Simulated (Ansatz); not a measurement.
Two members of one family ((ZnSe)n), computed with Ansatz in the gas phase. The two geometries come from different levels. Binding counts from free atoms in the multiplicity of their measured ground term, without zero-point energy. The structures are stationary points that may keep the symmetry of their start.

First: (ZnSe)2 ring (singlet, charge 0, r2SCAN-D4/def2-SVP geometry).

```xyz
4

Zn    0.089   -1.020   -0.642
Se   -1.849    0.301   -0.734
Zn   -0.089    1.020    0.642
Se    1.849   -0.301    0.734
```

```
                level  HOMO (eV)  LUMO (eV)  gap (eV)  binding per atom (eV)
LDA (SPW92)/def2-TZVP      -5.63      -4.10      1.53                   2.16
  r2SCAN-D4/def2-TZVP      -5.66      -3.67      1.99                   1.80
       B3LYP-D4/6-31G      -6.17      -3.38      2.78                   1.72
    PBE0-D4/def2-TZVP      -6.42      -3.09      3.33                   1.72
 r2SCAN0-D4/def2-TZVP      -6.57      -2.99      3.59                   1.74
```

Second: (ZnSe)4 cube (singlet, charge 0, PBE-D4/def2-SVP geometry).

```
atom    x (Å)    y (Å)    z (Å)
 Zn1  -0.7750   1.3673   0.5991
 Se2   0.8337   2.0015  -1.1785
 Zn3  -0.3154  -0.1472  -1.6462
 Se4  -2.4327  -0.2104  -0.3562
 Zn5  -0.5685  -1.3641   0.8035
 Se6   0.4622   0.2155   2.4148
 Zn7   1.6586   0.1434   0.2430
 Se8   1.1371  -2.0062  -0.8795
```

**Question.** Estimate the same table for the second.

**Answer.** 
```tsv
level	HOMO (eV)	LUMO (eV)	gap (eV)	binding per atom (eV)
LDA (SPW92)/def2-TZVP	-6.35	-3.92	2.43	2.69
r2SCAN-D4/def2-TZVP	-6.39	-3.44	2.95	2.29
B3LYP-D4/6-31G	-6.96	-3.19	3.77	2.23
PBE0-D4/def2-TZVP	-7.10	-2.90	4.21	2.23
r2SCAN0-D4/def2-TZVP	-7.28	-2.79	4.49	2.25
```
